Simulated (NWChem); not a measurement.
A series in which one site is exchanged, each optimised at PBE0/def2-SVP with NWChem, gas phase unless a solvent is named. Some are not confirmed as minima by frequencies. def2 effective core potentials on I; no spin-orbit coupling.

A: IBI (BHI₂; site = I)
B: B(F)I (BHIF; site = F)
C: BI (BH2I; site = H)
D: ClBI (BHICl; site = Cl)

Question: Rank them by lowest singlet excitation, CAM-B3LYP/def2-SVPD, TDA (eV), lowest first.

Answer: C (3.99), A (4.07), D (4.49), B (5.04)
